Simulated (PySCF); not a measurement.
**ORD: `C=C1C[C@H](C)[C@H](Cl)[SiH2]1`, C6H11ClSi**

Geometry:
```json
{"atom": "C1", "x (Å)": "-2.411", "y (Å)": "-1.065", "z (Å)": "0.983"}
{"atom": "C2", "x (Å)": "-1.404", "y (Å)": "-0.406", "z (Å)": "0.427"}
{"atom": "C3", "x (Å)": "0.036", "y (Å)": "-0.607", "z (Å)": "0.824"}
{"atom": "C4", "x (Å)": "0.935", "y (Å)": "-0.222", "z (Å)": "-0.355"}
{"atom": "C5", "x (Å)": "2.411", "y (Å)": "-0.191", "z (Å)": "0.021"}
{"atom": "C6", "x (Å)": "0.413", "y (Å)": "1.097", "z (Å)": "-0.921"}
{"atom": "Cl7", "x (Å)": "0.798", "y (Å)": "2.459", "z (Å)": "0.183"}
{"atom": "Si8", "x (Å)": "-1.493", "y (Å)": "0.895", "z (Å)": "-0.937"}
{"atom": "H9", "x (Å)": "-3.432", "y (Å)": "-0.888", "z (Å)": "0.689"}
{"atom": "H10", "x (Å)": "-2.261", "y (Å)": "-1.803", "z (Å)": "1.757"}
{"atom": "H11", "x (Å)": "0.224", "y (Å)": "-1.633", "z (Å)": "1.145"}
{"atom": "H12", "x (Å)": "0.262", "y (Å)": "0.054", "z (Å)": "1.666"}
{"atom": "H13", "x (Å)": "0.790", "y (Å)": "-0.964", "z (Å)": "-1.152"}
{"atom": "H14", "x (Å)": "2.733", "y (Å)": "-1.170", "z (Å)": "0.370"}
{"atom": "H15", "x (Å)": "3.017", "y (Å)": "0.087", "z (Å)": "-0.839"}
{"atom": "H16", "x (Å)": "2.586", "y (Å)": "0.534", "z (Å)": "0.813"}
{"atom": "H17", "x (Å)": "0.898", "y (Å)": "1.343", "z (Å)": "-1.864"}
{"atom": "H18", "x (Å)": "-1.937", "y (Å)": "0.352", "z (Å)": "-2.225"}
{"atom": "H19", "x (Å)": "-2.177", "y (Å)": "2.136", "z (Å)": "-0.593"}
```

Level of theory: PySCF 2.14.0, TDDFT BHandHLYP/def2-SVPD circular dichroism and optical rotation, one conformer, gas phase. Geometry: GFN2-xTB.

Stereocentres: C4 S, C6 S.

Task: What is the specific rotation at 633, 589.3, 546, 436, 405, 365, 355 nm?

Result: [α] in deg dm⁻¹ (g/mL)⁻¹:
| λ (nm) | origin-invariant length gauge | modified velocity gauge | length gauge (centre of mass) | isotropic polarisability (au) |
| --- | --- | --- | --- | --- |
| 633 | +62.8 | +68.6 | +64.2 | 108.6 |
| 589.3 | +74.6 | +81.4 | +76.3 | 109.0 |
| 546 | +90.2 | +98.2 | +92.2 | 109.6 |
| 436 | +165.4 | +178.5 | +169.0 | 111.9 |
| 405 | +206.0 | +221.7 | +210.5 | 112.9 |
| 365 | +288.4 | +308.5 | +294.4 | 114.8 |
| 355 | +317.4 | +339.0 | +324.1 | 115.4 |

Task: And for the mirror image at 589.3 nm?

Result: -74.6 deg dm⁻¹ (g/mL)⁻¹ (origin-invariant length gauge): the same size and the opposite sign.

Task: What is the molar rotation [Φ] = [α]·M/100 of the geometry above at 589.3 nm?

Result: With M = 146.69 g/mol, +109.5 deg cm² dmol⁻¹ (origin-invariant length gauge).

The first excitation lies at 6.46 eV (192 nm) with R = +51.6 × 10⁻⁴⁰ esu² cm² (velocity form).
